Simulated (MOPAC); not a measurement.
A run for MOPAC: PM3 on disilazane (SMILES [SiH3]N[SiH3]), a point of a torsion scan.

```
PM3 1SCF PRECISE CHARGE=0 THREADS=1
H7NSi2

Si     1.55848230 1     0.22862604 1     0.26429863 1
N      0.13603129 1    -0.29334676 1    -0.57392727 1
Si    -1.41515032 1    -0.85434549 1    -0.04722362 1
H      2.67871699 1    -0.64497484 1    -0.10514606 1
H      1.86623559 1     1.60871952 1    -0.13017590 1
H      1.26423726 1     0.13809450 1     1.68978145 1
H      0.22734248 1    -0.25520269 1    -1.57781491 1
H     -1.65626836 1    -2.18371194 1    -0.62067672 1
H     -2.45027456 1     0.07418574 1    -0.51797259 1
H     -1.37285006 1    -0.90310360 1     1.40956507 1
```

Program output:

```
*******************************************************************************
 **                                                                           **
 **                              MOPAC v23.2.5                                **
 **                                                                           **
 *******************************************************************************
 ** MOPAC's Digital Object Identifier: https://doi.org/10.5281/zenodo.6511958 **
 **                                                                           **
 ** Please cite the open-source release paper for use of this MOPAC version:  **
 ** J. E. Moussa and J. J. P. Stewart (2026)                                  **
 ** MOPAC: An open-source semiempirical molecular orbital program             **
 ** J. Open Source Softw., 11(119), 8025, https://doi.org/10.21105/joss.08025 **
 *******************************************************************************

                              PM3 CALCULATION RESULTS

 *******************************************************************************
 *  PM3        - The PM3 Hamiltonian to be used
 *
 *
 *
 *                 CHARGE ON SYSTEM = 0
 *
 *
 *
 *  PRECISE    - TIGHTER CRITERIA TO BE USED
 *  1SCF       - DO 1 SCF AND THEN STOP
 *  THREADS=1  - MULTI-THREADING NOT USED
 *  T=         - A TIME OF 172800.0 SECONDS REQUESTED
 *  DUMP=N     - RESTART FILE WRITTEN EVERY 7200.0 SECONDS REQUESTED
 *******************************************************************************
PM3 1SCF PRECISE CHARGE=0 THREADS=1
 H7NSi2

   ATOM   CHEMICAL          X               Y               Z
  NUMBER   SYMBOL      (ANGSTROMS)     (ANGSTROMS)     (ANGSTROMS)

     1      Si          1.55848230  *   0.22862604  *   0.26429863  *
     2       N          0.13603129  *  -0.29334676  *  -0.57392727  *
     3      Si         -1.41515032  *  -0.85434549  *  -0.04722362  *
     4       H          2.67871699  *  -0.64497484  *  -0.10514606  *
     5       H          1.86623559  *   1.60871952  *  -0.13017590  *
     6       H          1.26423726  *   0.13809450  *   1.68978145  *
     7       H          0.22734248  *  -0.25520269  *  -1.57781491  *
     8       H         -1.65626836  *  -2.18371194  *  -0.62067672  *
     9       H         -2.45027456  *   0.07418574  *  -0.51797259  *
    10       H         -1.37285006  *  -0.90310360  *   1.40956507  *



          CARTESIAN COORDINATES

    NO.       ATOM           X           Y           Z

     1        Si          1.5585      0.2286      0.2643
     2         N          0.1360     -0.2933     -0.5739
     3        Si         -1.4152     -0.8543     -0.0472
     4         H          2.6787     -0.6450     -0.1051
     5         H          1.8662      1.6087     -0.1302
     6         H          1.2642      0.1381      1.6898
     7         H          0.2273     -0.2552     -1.5778
     8         H         -1.6563     -2.1837     -0.6207
     9         H         -2.4503      0.0742     -0.5180
    10         H         -1.3729     -0.9031      1.4096

  H: (PM3): J. J. P. STEWART, J. COMP. CHEM. 10, 209 (1989).
  N: (PM3): J. J. P. STEWART, J. COMP. CHEM. 10, 209 (1989).
 Si: (PM3): J. J. P. STEWART, J. COMP. CHEM. 10, 209 (1989).

           Empirical Formula: H7 N Si2  =    10 atoms



      MOLECULAR POINT GROUP   :   C2v


      RHF CALCULATION, NO. OF DOUBLY OCCUPIED LEVELS = 10


 -------------------------------------------------------------------------------
 PM3 1SCF PRECISE CHARGE=0 THREADS=1
 H7NSi2



     1SCF WAS SPECIFIED, SO BFGS WAS NOT USED
     SCF FIELD WAS ACHIEVED


                              PM3 CALCULATION
                                                       MOPAC v23.2.5 Linux




          FINAL HEAT OF FORMATION =         -9.29188 KCAL/MOL =     -38.87722 KJ/MOL


          COSMO AREA              =        131.02 SQUARE ANGSTROMS
          COSMO VOLUME            =        124.75 CUBIC ANGSTROMS

          IONIZATION POTENTIAL    =          8.242591 EV
          HOMO LUMO ENERGIES (EV) =         -8.243  0.367
          NO. OF FILLED LEVELS    =         10
          MOLECULAR WEIGHT        =         77.2330         POINT GROUP:  C2v

          MOLECULAR DIMENSIONS (Angstroms)

            Atom       Atom       Distance
            H     8    H     5     5.19915
            H     9    H     4     4.24947
            H    10    H     7     3.14271


          SCF CALCULATIONS        =          1





   ATOM   CHEMICAL          X               Y               Z
  NUMBER   SYMBOL      (ANGSTROMS)     (ANGSTROMS)     (ANGSTROMS)

     1      Si          1.55848230  *   0.22862604  *   0.26429863  *
     2       N          0.13603129  *  -0.29334676  *  -0.57392727  *
     3      Si         -1.41515032  *  -0.85434549  *  -0.04722362  *
     4       H          2.67871699  *  -0.64497484  *  -0.10514606  *
     5       H          1.86623559  *   1.60871952  *  -0.13017590  *
     6       H          1.26423726  *   0.13809450  *   1.68978145  *
     7       H          0.22734248  *  -0.25520269  *  -1.57781491  *
     8       H         -1.65626836  *  -2.18371194  *  -0.62067672  *
     9       H         -2.45027456  *   0.07418574  *  -0.51797259  *
    10       H         -1.37285006  *  -0.90310360  *   1.40956507  *

                             CARTESIAN COORDINATES

   1   Si        1.558482300     0.228626040     0.264298630
   2    N        0.136031290    -0.293346760    -0.573927270
   3   Si       -1.415150320    -0.854345490    -0.047223620
   4    H        2.678716990    -0.644974840    -0.105146060
   5    H        1.866235590     1.608719520    -0.130175900
   6    H        1.264237260     0.138094500     1.689781450
   7    H        0.227342480    -0.255202690    -1.577814910
   8    H       -1.656268360    -2.183711940    -0.620676720
   9    H       -2.450274560     0.074185740    -0.517972590
  10    H       -1.372850060    -0.903103600     1.409565070


           Empirical Formula: H7 N Si2  =    10 atoms



      MOLECULAR POINT GROUP   :   C2v


                  EIGENVALUES
 -27.19733 -16.25797 -16.11503 -14.25942 -12.86937 -12.01096 -11.35202 -11.01523
 -10.74897  -8.24259   0.36659   1.07071   1.19558   2.40610   2.43429   2.44171
   2.69744   3.17195   5.61753


              NET ATOMIC CHARGES AND DIPOLE CONTRIBUTIONS

  ATOM NO.   TYPE          CHARGE      No. of ELECS.   s-Pop       p-Pop
    1         Si           0.541136        3.4589     0.94430     2.51456
    2          N          -0.342557        5.3426     1.37770     3.96486
    3         Si           0.541208        3.4588     0.94428     2.51452
    4          H          -0.140952        1.1410     1.14095
    5          H          -0.141169        1.1412     1.14117
    6          H          -0.115065        1.1151     1.11507
    7          H           0.054611        0.9454     0.94539
    8          H          -0.140338        1.1403     1.14034
    9          H          -0.141786        1.1418     1.14179
   10          H          -0.115088        1.1151     1.11509
 DIPOLE           X         Y         Z       TOTAL
 POINT-CHG.    -0.026    -0.021     0.312     0.314
 HYBRID         0.037     0.028    -0.452     0.455
 SUM            0.011     0.008    -0.140     0.141


          ATOMIC ORBITAL ELECTRON POPULATIONS

     Atom    s        px        py        pz
    1 Si   0.94430   0.79930   0.86063   0.85464
    2  N   1.37770   1.13220   1.79311   1.03955
    3 Si   0.94428   0.78643   0.85939   0.86869
    4  H   1.14095
    5  H   1.14117
    6  H   1.11507
    7  H   0.94539
    8  H   1.14034
    9  H   1.14179
   10  H   1.11509

 **********************
 *                    *
 * JOB ENDED NORMALLY *
 *                    *
 **********************




 == MOPAC DONE ==
```

The run finished.

Cost: very roughly 0.03 core-seconds.
